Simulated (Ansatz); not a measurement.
`FC(F)[SiH3]` and `OBC(F)[SiH3]` differ in one atom or group.

Ansatz, PBE0-D4/def2-TZVP geometries, multiplicity 1. Each molecule was computed in one conformer, which needn't be the lowest.

| property | `FC(F)[SiH3]` |
| --- | --- |
| LUMO energy (PBE/def2-TZVPP) / eV | -0.51 |
| HOMO–LUMO gap (PBE/def2-TZVPP) / eV | 6.65 |
| HOMO–LUMO gap (ωB97M-V/def2-TZVPP) / eV | 12.95 |
| size of the dipole moment (PBE/def2-TZVPP) / D | 1.68 |
| LUMO energy (PBE0/def2-TZVPP) / eV | 0.30 |
| size of the dipole moment (B3LYP/def2-TZVPP) / D | 1.90 |

**Question.** Give the same properties after the change, and the shifts. (Best estimate.)

**Answer.** Computed: 
```
                                        property  `OBC(F)[SiH3]`  shift
               LUMO energy (PBE/def2-TZVPP) / eV           -1.45  -0.94
             HOMO–LUMO gap (PBE/def2-TZVPP) / eV            5.30  -1.35
         HOMO–LUMO gap (ωB97M-V/def2-TZVPP) / eV           11.89  -1.06
  size of the dipole moment (PBE/def2-TZVPP) / D            2.25   0.57
              LUMO energy (PBE0/def2-TZVPP) / eV           -0.48  -0.78
size of the dipole moment (B3LYP/def2-TZVPP) / D            2.31   0.41
```

With PBE0 the HOMO rises by 0.53 eV and the LUMO falls by 0.78 eV, so the gap narrows by about 1.31 eV. PBE moves the HOMO by 0.41 eV and ωB97M-V by 0.58 eV. Dipoles are sizes alone; their direction can turn.

B3LYP here is the variant with VWN-RPA as its local correlation; programs differ in this.
